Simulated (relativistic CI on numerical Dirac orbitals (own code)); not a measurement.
What each ingredient does to the levels of Te23+

Base calculation: Dirac-Coulomb-Breit CI, KLI orbitals optimised for each configuration, QED by a radiative potential, unscaled Slater integrals.

Configurations in the expansion (outside the closed core [Ar]): 3d10 4s, 3d10 4p, 3d10 4d, 3d10 4f, 3d10 5s, 3d10 5p, 3d10 5d, 3d10 5f, 3d10 5g, 3d10 6s, 3d10 6p, 3d10 6d, 3d9 4s2, 3d10 6f, 3d10 7s, 3d9 4s 4p, 3d10 8s, 3d9 4s 4d, 3d9 4s 4f, 3d9 4s 5s, 3d9 4s 5p, 3d9 4s 5d, 3d9 4s 5f. Double excitations out of closed p, d and f shells are left out; levels of such configurations are missing from the list, as are those of other unlisted configurations, and high levels can miss mixing partners.

Variants: (1) P86 correlation estimate; (2) configuration mixing switched off. Shifts of the energy above 3d10 4s 2S_1/2, in eV, for the lowest level and the first level of each name with at least 55 % of one term (blank where a level changes its place among those of its configuration and J or its character, or is not in the variant):

```
          Level     Base    Δ(1)    Δ(2)
 3d10 4s 2S_1/2    0.000   0.000   0.000
3d10 4p 2P°_1/2   48.745  +0.080  +0.190
3d10 4p 2P°_3/2   63.396  +0.080  +0.181
 3d10 4d 2D_3/2  143.159  +0.134  -0.013
 3d10 4d 2D_5/2  145.998  +0.134  -0.016
3d10 4f 2F°_5/2  230.156  +0.314  -0.009
3d10 4f 2F°_7/2  230.492  +0.314  -0.011
 3d10 5s 2S_1/2  312.700  -0.259  +0.026
3d10 5p 2P°_1/2  335.399  -0.225  -0.007
3d10 5p 2P°_3/2  341.939  -0.225  +0.002
 3d10 5d 2D_3/2  378.440  -0.222  -0.034
 3d10 5d 2D_5/2  379.763  -0.222  -0.032
3d10 5f 2F°_5/2  416.415  +0.282  -0.033
3d10 5f 2F°_7/2  416.648  +0.282  -0.031
```

At this charge energies of transitions that change n are usually good to better than 1 %, and those within a shell (Δn = 0) to a few per cent.

Ionisation energy from the two ground configurations alone: base 744.617 eV; P86 correlation estimate 744.875 eV. The NIST ASD value (semi-empirical) is 746.12 eV.

LS names give the leading component of a level, which can be under half, so a name can repeat, a term be missing and a line seem to break the LS rules.
